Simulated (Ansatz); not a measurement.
**Question.** Name a neutral molecule of C, Ga, S, Si and H with HOMO–LUMO gap (ωB97M-V/def2-TZVPP) between 8.65 and 8.95 eV and HOMO–LUMO gap (PBE0/def2-TZVPP) between 4.95 and 5.25 eV (Ansatz, PBE0-D4/def2-TZVP geometry).

**Answer.** `C[SiH2]S[SiH2][GaH2]` (8.91 eV, 5.12 eV); `C1[SiH2][GaH][S]1` (8.79 eV, 5.04 eV). Other molecules can fit too; these were computed, each in one conformer that needn't be the lowest.
